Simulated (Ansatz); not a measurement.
Program: Ansatz. Geometries: PBE0-D4/def2-TZVP. ΔE: electronic, gas phase. CCSD(T)/CBS is the MP2 limit (def2-TZVPP, def2-QZVPP) plus CCSD(T) − MP2 in def2-TZVPP, frozen cores. Functionals use def2-TZVPP. HSE06 is defined as in plane-wave codes. Each species was taken in one conformer, which may not be the lowest.

`BC(C)O[SiH3]` + `BNCC=C` → `BN(B)CC=C` + `CCO[SiH3]`  (ligand exchange at a B–C bond)

| level | ΔE (kJ/mol) |
| --- | --- |
| HSE06-D4 | -105.6 |
| HSE06 | -104.1 |
| CAM-B3LYP | -107.4 |
| LC-ωPBE | -103.5 |
| MP2/def2-SVP | -118.8 |
| HF/def2-TZVPP | -112.6 |
| HF/def2-QZVPP | -113.1 |
| CCSD/CBS(def2) | -109.7 |

Problem. What does CCSD(T)/CBS give? (Best estimate.)

Solution. Ansatz gave: -110.2 kJ/mol. The listed levels differ from it by 4.6, 6.1, 2.8, 6.7, -8.6, -2.4, -2.9, 0.5 kJ/mol.

Largest T1 diagnostic among the species: 0.012.

At CCSD(T), def2-SVP lies −4.4 kJ/mol from the extrapolated value and def2-TZVPP −1.5 kJ/mol. The D4 term adds −3.1 kJ/mol with B3LYP and −1.6 kJ/mol with PBE0; it sums over pairs of atoms, weighted by their polarisabilities, and B3LYP, whose exchange is more repulsive, gets the larger term. Leaving LDA and LC-ωPBE aside and taking each functional with its dispersion term where it has one, the values, not all of them listed here, spread over 10.0 kJ/mol, from BHLYP-D4 to PBE-D4. LDA lies −4.7 kJ/mol from PBE without D4.

B3LYP here is the variant with VWN-RPA as its local correlation; programs differ in this.
